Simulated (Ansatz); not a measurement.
Stepwise reaction of `[OH][In]([OH])[SH]` with methanol, as a gas-phase model of exchange steps in deposition or etching. ΔE in kJ/mol.

Isolated molecules relaxed with PBE0-D4/def2-TZVP in Ansatz; ΔE leaves out vibrations. CBS: MP2 limit from def2 TZ/QZ plus the TZ coupled-cluster correction, frozen cores. This one scheme is used for every species. DFT in def2-TZVPP. B3LYP here is the variant with VWN-RPA as its local correlation; programs differ in this. def2 core potentials past Kr. For In outer-core shells are correlated without core-valence functions, which leaves a few kJ/mol of doubt a bond. Each species was taken in one conformer, which may not be the lowest.

| step | reaction | PBE-D4 | B3LYP-D4 | ωB97M-V | CCSD(T)/CBS |
| --- | --- | --- | --- | --- | --- |
| 2 | `C[O][In]([OH])[SH]` + CH₃OH → `C[O][In]([SH])[O]C` + H₂O | 5.8 | 5.5 | 7.9 | 3.1 |

Question: Give the row of step 1, `[OH][In]([OH])[SH]` + CH₃OH → `C[O][In]([OH])[SH]` + H₂O. (Estimate.)

Answer: Computed: 
```tsv
step	reaction	PBE-D4	B3LYP-D4	ωB97M-V	CCSD(T)/CBS
1	`[OH][In]([OH])[SH]` + CH₃OH → `C[O][In]([OH])[SH]` + H₂O	6.7	6.1	8.1	3.2
```

Question: By hand: ΔE of the 2 steps together at CCSD(T)/CBS.

Answer: (3.2) + (3.1) = 6.3 kJ/mol, or 3.2 kJ/mol a step.

In ΔE the steps differ by no more than 0.1 kJ/mol. PBE-D4 differs from CCSD(T)/CBS by 2.7 to 3.5 kJ/mol a step. Isolated molecules leave out the surface, adducts and barriers. Largest T1 diagnostic: 0.016.
